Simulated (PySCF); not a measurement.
**Worked example: oscillator strength and radiative lifetime**

Zn(OH)(SeH) (H2OSeZn), SMILES [OH][Zn][SeH].

The structure is a stationary point at B3LYP-D3(BJ)/def2-SVP. A frequency run showed that this geometry is not a minimum. One conformer was computed; it need not be the lowest.

TDA-LC-ωPBE/def2-SVPD in PySCF 2.14.0 puts the first singlet state with f over 0.02 at 5.17 eV (vertical), with the transition dipole (0.000, 0.000, 0.448) in atomic units.

**Question.** Find the oscillator strength, the wavelength and the radiative lifetime that this transition would have in vacuum if emission retraced absorption.

**Answer.** 
|μ|² = 0.2007 au, so |μ| = 1.14 D. ΔE = 5.17/27.211 = 0.1900 hartree. f = (2/3) ΔE |μ|² = 0.025 (the program prints 0.025).
λ = 1239.84/5.17 = 240 nm; ν = 41699 cm⁻¹.
Einstein's coefficient A = 0.6670 ν² f s⁻¹ (ν in cm⁻¹) = 2.9e7 s⁻¹, so τ = 1/A = 34 ns. This state is S1. The figure is the radiative limit of this one transition; relaxation, internal conversion, crossing to triplets and a medium change what is measured.
